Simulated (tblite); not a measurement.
Species: C2H9BrO2Si2.
Numbering: `[CH3:1][O:2][SiH2:3][O:4][CH2:5][SiH2:6][Br:7]` (hydrogens: H8, H9, H10 on C1; H11, H12 on Si3; H13, H14 on C5; H15, H16 on Si6)

Computed with GFN2-xTB (tblite), gas phase: L-BFGS steps from a force-field or distance-geometry start until the largest atomic force falls under 0.01 eV/Å.

Step 13: E = -671.8029 eV
```
atom  x, y, z in Å  |  force x, y, z in eV/Å
C1      2.2445    0.7585    0.8606    0.137   0.065  -0.001
O2      1.2058   -0.0809    0.4653   -0.049  -0.015   0.134
Si3     0.9674   -0.6208   -1.0451   -0.151  -0.077   0.060
O4     -0.4513   -1.3811   -1.0577   -0.010   0.031   0.202
C5     -1.5854   -1.1950   -0.2467   -0.207   0.005  -0.008
Si6    -2.0257    0.6343    0.0792    0.111  -0.016  -0.057
Br7    -3.0807    0.7761    2.0130   -0.147  -0.119   0.015
H8      2.9000    0.9944    0.0244    0.071   0.076  -0.070
H9      1.8280    1.6879    1.2534   -0.001  -0.011   0.079
H10     2.8388    0.2657    1.6272   -0.014  -0.034   0.151
H11     0.9220    0.5727   -1.8852    0.039   0.025  -0.253
H12     1.8980   -1.6676   -1.4023    0.099  -0.047  -0.152
H13    -1.4592   -1.7256    0.7115    0.146   0.056  -0.155
H14    -2.3986   -1.7075   -0.7804   -0.075   0.083   0.115
H15    -0.9069    1.5223    0.3237    0.097   0.033  -0.075
H16    -2.9044    1.1758   -0.9523   -0.046  -0.054   0.015
```

Step 14: E = -671.8132 eV
```
atom  x, y, z in Å  |  force x, y, z in eV/Å
C1      2.2489    0.7597    0.8655    0.149   0.098  -0.011
O2      1.2126   -0.0763    0.4535   -0.003  -0.002   0.126
Si3     0.9664   -0.6248   -1.0543   -0.052  -0.069   0.138
O4     -0.4475   -1.3904   -1.0407    0.062   0.026   0.037
C5     -1.5860   -1.1885   -0.2479   -0.192  -0.084   0.023
Si6    -2.0263    0.6325    0.0768    0.087   0.114   0.017
Br7    -3.0866    0.7687    2.0089   -0.148  -0.125   0.020
H8      2.9146    1.0026    0.0365    0.018   0.060  -0.027
H9      1.8282    1.6880    1.2637    0.022  -0.074   0.035
H10     2.8395    0.2650    1.6368   -0.071  -0.034   0.091
H11     0.9231    0.5595   -1.9051    0.016   0.051  -0.253
H12     1.8924   -1.6749   -1.4209    0.068  -0.027  -0.125
H13    -1.4611   -1.7123    0.7096    0.115  -0.007  -0.009
H14    -2.3969   -1.7061   -0.7772   -0.114   0.076   0.070
H15    -0.9193    1.5324    0.3291    0.125   0.025  -0.085
H16    -2.9095    1.1738   -0.9458   -0.082  -0.029  -0.048
```

Step 15: E = -671.8216 eV
```
atom  x, y, z in Å  |  force x, y, z in eV/Å
C1      2.2548    0.7620    0.8695    0.103   0.073  -0.004
O2      1.2181   -0.0722    0.4470    0.053   0.015   0.073
Si3     0.9650   -0.6288   -1.0592    0.065  -0.006   0.140
O4     -0.4448   -1.3977   -1.0264    0.074   0.016  -0.086
C5     -1.5889   -1.1844   -0.2485   -0.105  -0.097   0.057
Si6    -2.0251    0.6329    0.0751    0.021   0.192   0.070
Br7    -3.0945    0.7601    2.0059   -0.125  -0.124  -0.005
H8      2.9267    1.0102    0.0454   -0.019   0.041   0.010
H9      1.8289    1.6871    1.2727    0.043  -0.093   0.003
H10     2.8390    0.2640    1.6461   -0.094  -0.024   0.030
H11     0.9245    0.5494   -1.9259   -0.001  -0.002  -0.181
H12     1.8893   -1.6808   -1.4382    0.014   0.018  -0.081
H13    -1.4604   -1.7016    0.7080    0.066  -0.062   0.113
H14    -2.3988   -1.7035   -0.7732   -0.150   0.047   0.020
H15    -0.9264    1.5409    0.3314    0.143   0.021  -0.084
H16    -2.9151    1.1715   -0.9413   -0.089  -0.016  -0.075
```

Question: Estimate the geometry and energy of step 16. (The exact step hangs on the optimiser's Hessian estimate; all steps are aligned on step 15, rigid shifts and turns removed.)

Answer: E = -671.8293 eV, largest force 0.212 eV/Å
```
atom  x, y, z in Å  |  force x, y, z in eV/Å
C1      2.2614    0.7649    0.8733    0.030   0.013   0.007
O2      1.2232   -0.0683    0.4445    0.091   0.021   0.001
Si3     0.9643   -0.6319   -1.0603    0.145   0.059   0.083
O4     -0.4428   -1.4036   -1.0168    0.040   0.025  -0.139
C5     -1.5928   -1.1825   -0.2484    0.009  -0.050   0.086
Si6    -2.0229    0.6360    0.0748   -0.050   0.188   0.083
Br7    -3.1044    0.7499    2.0031   -0.091  -0.114  -0.036
H8      2.9365    1.0167    0.0527   -0.031   0.028   0.029
H9      1.8304    1.6853    1.2809    0.053  -0.067  -0.012
H10     2.8381    0.2635    1.6546   -0.085  -0.018  -0.013
H11     0.9264    0.5401   -1.9472   -0.014  -0.080  -0.074
H12     1.8875   -1.6843   -1.4547   -0.034   0.062  -0.030
H13    -1.4582   -1.6936    0.7085    0.013  -0.097   0.174
H14    -2.4048   -1.6996   -0.7685   -0.147   0.018  -0.012
H15    -0.9283    1.5479    0.3306    0.146   0.021  -0.073
H16    -2.9210    1.1685   -0.9385   -0.073  -0.010  -0.074
```

The energy changes by -0.0077 eV. The first-order estimate −F·Δx gives -0.0105 eV and the mean of the old and new forces, exact on a quadratic surface, -0.0076 eV. The step makes an angle of 64° with the force vector and moves no atom by more than 0.023 Å.

What follows is the cost of the whole relaxation. Time: 1.6 s wall. Hardware: one thread of an Arm Neoverse V2, shared host with 96 logical CPUs at a one-minute load of 31.
